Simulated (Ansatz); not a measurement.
Start from `C[NH][GeH]([OH])[Cl]` and change one atom or group to get `C[O][GeH]([OH])[Cl]`.

Ansatz, PBE0-D4/def2-TZVP geometries, multiplicity 1. Each molecule was computed in one conformer, which needn't be the lowest.

Scalar relativity is left out up to krypton.

```csv
property,`C[NH][GeH]([OH])[Cl]`
size of the dipole moment (B3LYP/def2-TZVPP) / D,3.22
LUMO energy (B3LYP/def2-TZVPP) / eV,-0.10
HOMO–LUMO gap (B3LYP/def2-TZVPP) / eV,7.01
HOMO–LUMO gap (ωB97M-V/def2-TZVPP) / eV,11.69
size of the dipole moment (ωB97M-V/def2-TZVPP) / D,3.20
HOMO energy (B3LYP/def2-TZVPP) / eV,-7.11
```

(1) Give the same properties after the change, and the shifts. (Estimate.)

## Answers

(1) Computed: 
```json
{"property": "size of the dipole moment (B3LYP/def2-TZVPP) / D", "`C[O][GeH]([OH])[Cl]`": "1.44", "shift": "-1.78"}
{"property": "LUMO energy (B3LYP/def2-TZVPP) / eV", "`C[O][GeH]([OH])[Cl]`": "-0.38", "shift": "-0.28"}
{"property": "HOMO–LUMO gap (B3LYP/def2-TZVPP) / eV", "`C[O][GeH]([OH])[Cl]`": "7.81", "shift": "0.80"}
{"property": "HOMO–LUMO gap (ωB97M-V/def2-TZVPP) / eV", "`C[O][GeH]([OH])[Cl]`": "12.72", "shift": "1.03"}
{"property": "size of the dipole moment (ωB97M-V/def2-TZVPP) / D", "`C[O][GeH]([OH])[Cl]`": "1.42", "shift": "-1.78"}
{"property": "HOMO energy (B3LYP/def2-TZVPP) / eV", "`C[O][GeH]([OH])[Cl]`": "-8.19", "shift": "-1.08"}
```

With PBE0 the HOMO falls by 1.09 eV and the LUMO falls by 0.28 eV, so the gap widens by about 0.81 eV. PBE moves the HOMO by -0.88 eV and ωB97M-V by -1.16 eV. Dipoles are sizes alone; their direction can turn.

B3LYP here is the variant with VWN-RPA as its local correlation; programs differ in this.
